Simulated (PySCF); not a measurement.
thioethanol (C₂H₆S), singlet, geometry from GFN2-xTB. Base run: DF-BLYP/aug-cc-pVDZ in PySCF.

Here is a job for PySCF.
```python
from pyscf import gto, scf, dft

mol = gto.Mole()
mol.atom = '''
    C     1.52061639    0.69110205   -0.00537013
    C     0.01160357    0.83116525    0.00317706
    S    -0.76180616   -0.83788851    0.00077464
    H    -2.02039087   -0.40414507    0.00913826
    H    -0.33041049    1.34965505    0.89884698
    H    -0.33986788    1.35660473   -0.88474809
    H     1.98452811    1.67524859   -0.00399531
    H     1.85553895    0.14418625    0.87317856
    H     1.84618103    0.15106283   -0.89165625
'''
mol.basis = 'aug-cc-pvdz'
mol.verbose = 4
mol.build()

mf = dft.RKS(mol)
mf.xc = 'blyp'
mf = mf.density_fit(auxbasis='def2-universal-jkfit')
mf.kernel()
```

The base run was repeated with changes; each row names its change, and settings that it needs were set with it.

```csv
change,ΔE vs base (µEh),SCF cycles
base,0.0,10
init_guess = mod_huckel,0.0,15
conv_tol = 1e-4,0.9,6
solver = newton; init_guess = 1e,0.0,-
conv_tol = 1e-7,0.0,8
diis_space = 2,0.0,29
diis_space = 4,0.0,11
DIIS = ADIIS,0.0,16
diis_space = 20,0.0,10
level_shift = 0.1 (with mf.max_cycle = 100),0.0,10
level_shift = 0.3 (with mf.max_cycle = 100),0.0,13
init_guess = 1e,0.0,14
diis = off; damp = 0.6 (with mf.diis_start_cycle = 200; with mf.max_cycle = 150),0.0,16
```
